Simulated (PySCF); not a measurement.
# C₆ coefficients of unlike pairs at UHF

Calculated with PySCF 2.14 from the dipole response of each species, C₆(A,B) = (3/π) ∫ α_A(iu) α_B(iu) du, in atomic units, from isotropic polarisabilities. For ions this is the dispersion term alone; charge-induced terms of lower order in 1/R come first.

```
species       configuration                                                                                              basis      relativity  α (bohr³)  C₆ (like pair)
    Ne+   [He] 2s2 2p5 (2P)                                                                             aug-cc-pwCVDZ (5s4p2d)            none      1.147           2.014
    Cl+   [Ne] 3s2 3p4 (3P)                          x2c-TZVPPall with one added diffuse shell each of s, p, d type (6s6p4d1f)   spin-free X2C      8.569           40.48
     Ca       [Ar] 4s2 (1S)                      x2c-QZVPPall with one added diffuse shell each of s, p, d, f type (12s8p5d4f)   spin-free X2C      182.8            2716
 Sn(2+)  [Kr] 4d10 5s2 (1S)  aug-cc-pVQZ-PP with one added diffuse shell each of s, p, d, f, g type with ECP28MDF (8s8p6d4f3g)  core potential      17.77           98.75
```

**Question.** Estimate C₆ for Sn(2+) with Ne+.

**Answer.** The integral gives 11.50. The combination rule 2 C_A C_B / (C_A α_B/α_A + C_B α_A/α_B) gives 10.59 and the geometric mean 14.10.

No spin-orbit coupling is included.

The other pairs:

```
       pair     C₆
 Sn(2+), Ca  424.8
    Ca, Ne+  35.26
    Ca, Cl+  231.5
   Cl+, Ne+  8.011
Sn(2+), Cl+  61.63
```
